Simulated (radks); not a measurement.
The numbers below are computed, except where a source is named.
Species: the lanthanum ion La+. Configuration: [Xe] 5d2.

Code: a radial shooting solver on a logarithmic mesh with Libxc functionals. Model: scalar-relativistic Kohn-Sham, SCAN, spin-polarised, spherical densities, finite nucleus; open shells are filled with parallel spins first (spin-orbit coupling, left out, can overturn this in heavy ions); meta-GGA in the generalised Kohn-Sham scheme; Fermi nuclear charge, rms radius 4.855 fm.

Energy parts (hartree):
total: -8494.2672
kinetic: 8984.7159
electron-nucleus: -20546.6665
Hartree: 3271.8884
exchange-correlation: -204.2050

Orbitals (lengths in bohr, moments of r in powers of bohr; r(90%) holds 90 % of the orbital's charge):
\begin{tabular}{lrrrr}
orbital & occ. & eigenvalue (hartree) & r(90%) & <r> \\ \hline
1s down & 1 & -1426.477 & 0.0452 & 0.02507 \\
1s up & 1 & -1426.477 & 0.0452 & 0.02507 \\
2s up & 1 & -227.9123 & 0.166 & 0.1074 \\
2s down & 1 & -227.9106 & 0.166 & 0.1074 \\
2p up & 3 & -204.1378 & 0.153 & 0.09425 \\
2p down & 3 & -204.1364 & 0.153 & 0.09425 \\
3s up & 1 & -49.15306 & 0.418 & 0.2846 \\
3s down & 1 & -49.15226 & 0.418 & 0.2846 \\
3p up & 3 & -41.50060 & 0.424 & 0.2828 \\
3p down & 3 & -41.49966 & 0.424 & 0.2828 \\
3d up & 5 & -30.53423 & 0.407 & 0.2600 \\
3d down & 5 & -30.53258 & 0.407 & 0.2600 \\
4s up & 1 & -10.14184 & 0.938 & 0.6543 \\
4s down & 1 & -10.13800 & 0.939 & 0.6544 \\
4p up & 3 & -7.63815 & 1.01 & 0.6930 \\
4p down & 3 & -7.63475 & 1.01 & 0.6932 \\
4d up & 5 & -4.01024 & 1.15 & 0.7682 \\
4d down & 5 & -4.00695 & 1.15 & 0.7682 \\
5s up & 1 & -1.61469 & 2.27 & 1.578 \\
5s down & 1 & -1.59507 & 2.25 & 1.565 \\
5p up & 3 & -1.00252 & 2.67 & 1.829 \\
5p down & 3 & -0.96841 & 2.62 & 1.800 \\
5d up & 2 & -0.27622 & 4.45 & 2.866 \\
\end{tabular}

The highest occupied level is 5d up at -7.516 eV. For comparison, the ionisation energy in NIST's Atomic Spectra Database is 11.185 eV (measured). In exact Kohn-Sham theory the highest level is minus the ionisation energy, but local and semilocal functionals leave it too shallow, through self-interaction and a potential that decays too fast; potentials with the right tail come closer. Summed over all electrons, <r^2> = 59.95 bohr^2, which gives a Langevin (diamagnetic) susceptibility term of -47.5 x 10^-6 cm^3/mol.

Empty levels of this run are not shown, since the potential may be unsettled where no density lies.
